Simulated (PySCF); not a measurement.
Compound: cyclohexanone, C₆H₁₀O.
SMILES with atom numbers: `[O:1]=[C:2]1[CH2:3][CH2:4][CH2:5][CH2:6][CH2:7]1` (hydrogens: H8, H9 on C3; H10, H11 on C4; H12, H13 on C5; H14, H15 on C6; H16, H17 on C7)

Computed geometry: GFN2-xTB, gas phase.

(1) Give the optimised bond lengths and angles.

Results:

(1) 
| bond | length (Å) |
| --- | --- |
| O1=C2 | 1.205 |
| C2–C3, C2–C7 | 1.511 |
| C3–C4, C6–C7 | 1.531 |
| C4–C5, C5–C6 | 1.524 |
| C3–H8 and 3 like bonds | 1.092 |
| C4–H10 and 3 like bonds | 1.092 |
| C5–H12, C5–H13 | 1.092 |

Bonds in one row agree within 0.01 Å and their mean is given. A selection of angles:
| angle | degrees |
| --- | --- |
| O1–C2–C3 | 123.2 |
| C3–C2–C7 | 113.6 |
| C2–C3–C4 | 110.5 |
| C2–C3–H8 | 108.1 |
| C2–C3–H9 | 109.4 |
| C4–C3–H8 | 109.4 |
| C4–C3–H9 | 110.8 |
| H8–C3–H9 | 108.5 |
| C3–C4–C5 | 110.7 |
| C3–C4–H10 | 109.4 |
| C5–C4–H10 | 110.3 |
| H10–C4–H11 | 107.8 |
| C4–C5–C6 | 110.1 |
| C4–C5–H12 | 109.7 |
| H12–C5–H13 | 107.8 |

Dihedral angles: O1–C2–C3–C4 126° (anticlinal); C2–C3–C4–C5 56° (synclinal); C3–C4–C5–C6 -59° (synclinal); C4–C5–C6–C7 59° (synclinal); C5–C6–C7–C2 -55° (synclinal); O1–C2–C7–C6 -126° (anticlinal).

The 6-membered ring C2–C3–C4–C5–C6–C7 has internal angles of 110.1° to 113.6° (sum 666°, against 720° for a flat polygon); it is puckered, 0.23 Å rms from its mean plane, widest ring torsion 59°.

Point group: Cs (tolerance 0.08 Å). No frequency check. The numbers are those of one conformer.
